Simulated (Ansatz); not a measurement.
`[SiH3]NCS` + `[OH][Sn]([F])([F])[F]` → `[F][Sn]([F])([F])[O][SiH3]` + `NCS`  (ligand exchange at the Si–N bond)

Computed with Ansatz on PBE0-D4/def2-TZVP structures; ΔE is electronic, products minus reactants. CCSD(T)/CBS is the MP2 limit (def2-TZVPP, def2-QZVPP) plus CCSD(T) − MP2 in def2-TZVPP, frozen cores. def2 core potentials past Kr. For Sn outer-core shells are correlated without core-valence functions, which leaves a few kJ/mol of doubt a bond. One conformer a species, not always the lowest.

`[SiH3]NCS`:

Z-matrix (Å, degrees):
```
Si
N 1 1.728
H 1 1.490 2 115.5
H 1 1.485 2 106.9 3 120.5
H 1 1.486 2 107.0 3 -120.2
C 2 1.425 1 123.6 3 73.9
H 2 1.009 1 118.0 3 -79.4
S 6 1.847 2 111.1 1 -82.2
H 6 1.091 2 111.1 1 157.5
H 6 1.091 2 109.5 1 37.5
H 8 1.344 6 97.1 2 -174.9
```

`[OH][Sn]([F])([F])[F]`:

```xyz
6

O    -0.732    0.872   -1.076
Sn    0.247   -0.278    0.107
F     0.111    0.331    1.891
F     2.065   -0.347   -0.375
F    -0.376   -2.055    0.059
H    -1.314    1.477   -0.606
```

`[F][Sn]([F])([F])[O][SiH3]`:

Cartesian coordinates in Å:
```
F 2.807 -1.194 -0.890
Sn 1.134 -1.150 -0.033
F 0.110 -2.598 -0.670
F 1.415 -1.418 1.811
O 0.289 0.515 -0.380
Si -1.132 1.287 -0.031
H -1.286 1.426 1.439
H -2.276 0.512 -0.574
H -1.060 2.620 -0.672
```

`NCS`:

Cartesian coordinates in Å:
```
N -0.898 0.104 -0.692
C 0.110 0.390 0.303
S 0.378 -0.991 1.443
H -1.073 0.923 -1.263
H -0.601 -0.644 -1.304
H -0.244 1.206 0.936
H 1.091 0.683 -0.088
H 1.237 -1.672 0.667
```

```
                     species  MP2/CBS(def2) energy (Eh)
                 `[SiH3]NCS`                 -783.73878
     `[OH][Sn]([F])([F])[F]`                 -589.26462
`[F][Sn]([F])([F])[O][SiH3]`                 -879.55884
                       `NCS`                 -493.46274
```

(1) Work out ΔE.

Largest T1 diagnostic among the species: 0.015.

Results:

(1) ΔE = (-879.55884) + (-493.46274) − (-783.73878) − (-589.26462) = -0.01818 Eh = -11.4 kcal/mol. CCSD(T)/CBS gives -11.8 kcal/mol.

The D4 term adds +0.8 kcal/mol with B3LYP and +0.4 kcal/mol with PBE0; it sums over pairs of atoms, weighted by their polarisabilities, and B3LYP, whose exchange is more repulsive, gets the larger term. From PBE to PBE0 (25 % exact exchange), in def2-TZVPP and without D4, ΔE moves by −1.3 kcal/mol.

B3LYP here is the variant with VWN-RPA as its local correlation; programs differ in this.
